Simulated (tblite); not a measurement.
Isomers of C5H9OP. Calculated harmonic vibrations of the isolated species, GFN2-xTB (tblite), most abundant isotopes, no scaling. Against measured fundamentals such values can be off by several per cent, at times by over 20. Modes of hydrogen on phosphorus can be 10 to 20 % off. One conformer each.

Electronic energies: GFN2-xTB at the same geometries; isomer energies are rough at this level and their order can be wrong.

```
                SMILES  electronic energy, lowest = 0 (kcal/mol)
  C=C[C@@H]1CC[P@H]1=O                                       0.0
C=C[C@H]1C[P@@H](=O)C1                                       0.9
       C/C=C\P1(=O)CC1                                      21.5
            O=C1CCPCC1                                       6.2
           CC(C)=C=PCO                                      51.7
       C#CC[P@H](=O)CC                                      13.8
```

Q: How do GFN2-xTB zero-point energies change the relative energies?

A: 
```
                SMILES  ZPE (kcal/mol)  of it from modes above 1550 cm⁻¹  electronic (kcal/mol)  with ZPE, lowest = 0 (kcal/mol)  lowest mode (cm⁻¹)  rings
  C=C[C@@H]1CC[P@H]1=O            79.6                              40.2                    0.0                              0.0                  97      1
C=C[C@H]1C[P@@H](=O)C1            79.5                              40.3                    0.9                              0.9                  62      1
            O=C1CCPCC1            80.8                              39.6                    6.2                              7.4                  77      1
       C#CC[P@H](=O)CC            77.6                              41.2                   13.8                             11.8                  59      0
       C/C=C\P1(=O)CC1            79.4                              41.6                   21.5                             21.3                  39      1
           CC(C)=C=PCO            79.3                              41.8                   51.7                             51.4                  42      0
```

The zero-point energies span 3.2 kcal/mol, from `C#CC[P@H](=O)CC` to `O=C1CCPCC1`. The order is unchanged.

Q: What do entropy and thermal enthalpy add at 298.15 K and 1 bar (rigid rotor, harmonic oscillator, one conformer each)?

A: 
```tsv
SMILES	point group	symmetry number	S (cal/(mol K))	H − H(0) (kcal/mol)	ZPE + H − H(0) − TS (kcal/mol)
C=C[C@@H]1CC[P@H]1=O	C1	1	86.0	5.43	59.4
C=C[C@H]1C[P@@H](=O)C1	Cs	1	87.0	5.45	59.0
O=C1CCPCC1	Cs	1	83.5	5.06	61.0
C#CC[P@H](=O)CC	C1	1	95.0	6.50	55.8
C/C=C\P1(=O)CC1	C1	1	91.0	6.00	58.2
CC(C)=C=PCO	C1	1	98.6	6.82	56.7
```
